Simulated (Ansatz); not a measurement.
A made-up structure of AlBH$_{3}$Br, closed shell:

```csv
atom,x (Å),y (Å),z (Å)
Al1,-0.7928,0.4530,-0.5558
B2,0.6581,-0.2862,0.7982
Br3,1.9391,-1.4714,-0.0052
H4,-2.1334,-0.3609,-0.8169
H5,-0.5128,1.7798,-1.3857
H6,2.3700,-2.5994,0.9015
```

It is relaxed with PBE-D4/def2-SVP and then PBE0-D4/def2-TZVP (Ansatz 0.2.0). Atoms count as bonded within 1.22 times the sum of their covalent radii (H–H: 0.88 Å). The end point is not checked to be a true minimum.

Question: Does its bonding change? (A judgement: the text doesn't fix the answer.)

Answer: The calculation gives: No: no bond forms or breaks.

Where it ends: The first stage lowers the energy by 0.66 eV in 16 steps. It ends as AlBH₃Br ([AlH2][B][BrH]):
```xyz
6
angstrom
Al -0.7928 0.4396 -0.5907
B 0.6925 -0.9565 -0.7852
Br 2.0101 -1.9708 -0.0149
H -2.2863 -0.0625 -0.3958
H -0.4460 1.9623 -0.8761
H 2.3508 -1.8972 1.5988
```

Labels in which every atom is bracketed show which atoms are joined, not bond orders.

For scale, one of the runs: PBE0-D4/def2-TZVP relaxation, 134 basis functions, launched by `ansatz run in.yaml --threads 2 --pin off --events-out ev --progress --plain --max-ram 4352MiB`. The run took about 44 s on 2 CPU threads of an Arm Neoverse V1 (shared host).
